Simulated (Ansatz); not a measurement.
System: C4H5SSi, charge 0, multiplicity 2. It need not be the lowest isomer of its formula. SMILES: [SiH3]c1c[c]sc1
Geometry: optimised at B3LYP-D3(BJ)/def2-TZVP (Ansatz, a program for electronic structure).

Quantity: atomisation energy (electronic, to ground-state atoms), in eV. Correlated levels leave the core frozen unless marked. UHF or UKS for open shells. Spin-orbit coupling is left out. Non-relativistic. The coupled-cluster limit lacks core correlation, which all-electron functionals hold. Basis-set limits of correlation are two-point, X^-3; Hartree-Fock from the larger set.

```tsv
level	program	atomisation energy (eV)
r2SCAN-D4/def2-TZVPD	Ansatz + dftd4	46.13
PBE0-D3(BJ)/def2-TZVP	Ansatz + dftd3	46.27
```

Task: Predict the CCSD(T)/CBS(cc-pV(T+d)Z,cc-pV(Q+d)Z) result (Ansatz).

Result: 45.47 eV
